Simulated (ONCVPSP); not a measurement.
**Varying the ONCV potential for F**

Base potential:

ONCVPSP 4.0.1 input, shortened (lines: element, Z, core and valence counts, functional; n l f; lmax; l rc ep ncon nbas qcut; lloc lpopt rc5 dvloc0; l nproj debl; icmod fcfact rcfact), PBE, scalar-relativistic:

```
  F 9.00    1    2        4      upf
    1    0    2.00
    2    0    2.00
    2    1    2.00
    2
    0    0.50    0.00    3    8   10.30
    1    1.45    0.00    3    6   11.10
    2    1.35    0.45    4    8    6.40
    4    5    0.45    0.00
    0    2    0.80
    1    1    3.20
    2    2    0.60
    3    5.75    1.50
```

In the s channel the program set the typed energies aside and used -3.352, 0.250 Ha.

All-electron outer shells of the reference configuration (PBE, scalar-relativistic, ld1.x):

```csv
shell,level (eV),outermost node (bohr),outermost maximum (bohr)
1s,-741.36,–,0.11
2s,-91.21,0.24,0.72
2p,-72.76,–,0.62
```

Cutoffs, loose and tight: the cutoffs (Ha) at which the residual kinetic energy of the hardest occupied pseudo-wave falls to 1 and 0.1 mHa per electron. They do not see the model core or the augmentation charge, which bear on the density cutoff. Test errors are all-electron minus pseudo excitation energies from the reference, over the configurations 2s2 2p5; 2s2 2p4; 2s2 2p3; 2s2 2p1. A dash means not determined; rows that change the core or the reference have their own tests.

1 further variants are left out, since the program set their typed debl aside.

A true bound ghost makes a file unfit for plane-wave use even where its test errors are small: the radial tests pick states by their node count and pass the ghost by.

| change | outcome | cutoff, loose | cutoff, tight | bound ghosts | GHOST(+) flags above zero | largest test error (meV) |
| --- | --- | --- | --- | --- | --- | --- |
| base | generated, projector energies reset by the program | 265 Ha | 812 Ha | s | d | +811 |
| d: qcut 6.8 | generated, projector energies reset by the program | 265 Ha | 812 Ha | s | d | +811 |
| functional LDA (Perdew-Wang 92) | generated, projector energies reset by the program | 288 Ha | 817 Ha | s | d | +811 |
| reference 2s2 2p5 | generated, projector energies reset by the program | 277 Ha | 809 Ha | s | d | +2397 |
| all radii but the core radius scaled by about 0.81 (s 0.40, p 1.18, d 1.10 bohr); local potential polynomial inside 0.36 bohr (lpopt 5, dvloc0 0 Ha) | generated, projector energies reset by the program | 1505 Ha | 2031 Ha | s | s, d | +414 |
| core correction polynomial model core, fcfact 0.75 | generated, projector energies reset by the program | 265 Ha | 812 Ha | s | d | +805 |
| p: qcut 12.8 | generated, projector energies reset by the program | 265 Ha | 812 Ha | s | d | +705 |
| local potential polynomial inside 0.35 bohr (lpopt 5, dvloc0 6 Ha) | generated, projector energies reset by the program | 265 Ha | 812 Ha | s | d | +816 |

What comes out with this change to the base: s: qcut 12; p: qcut 12.9; d: qcut 7.4?

outcome: generated, projector energies reset by the program; cutoff, loose: 300 Ha; cutoff, tight: 822 Ha; bound ghosts: s; GHOST(+) flags above zero: d; largest test error (meV): +705.
